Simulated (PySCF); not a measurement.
# Working out the ionisation energy of Mo

Mo [Kr] 4d5 5s1 (7S) → Mo⁺ [Kr] 4d5 (6S). Computed with PySCF 2.14 in aug-cc-pwCVTZ-PP with ECP28MDF (8s8p7d4f3g, 122 functions), with a scalar-relativistic core potential. Frozen: nothing. Energies in hartree (1 hartree = 27.21139 eV):

```csv
part,Mo (lower),Mo⁺ (upper)
UHF,-67.345221,-67.115880
MP2 opposite-spin,-0.279883,-0.272069
MP2 same-spin,-0.163707,-0.138555
```

Task: What does Hartree-Fock give?

Result: (-67.115880) − (-67.345221) = 0.229341 hartree = 6.241 eV.

Task: What do MP2 and SCS-MP2 (6/5 opposite-spin, 1/3 same-spin) give?

Result: The opposite-spin parts differ by 0.213 eV and the same-spin parts by 0.684 eV. MP2: 6.241 + (0.213) + (0.684) = 7.138 eV. SCS-MP2: 6.241 + 1.2 × (0.213) + (0.684)/3 = 6.725 eV.

Measured between the centres of the two terms (NIST): 7.092 eV, so MP2 (valence and next inner shell) is off by 0.046 eV.

What remains against the reference includes basis incompleteness and correlation beyond second order.
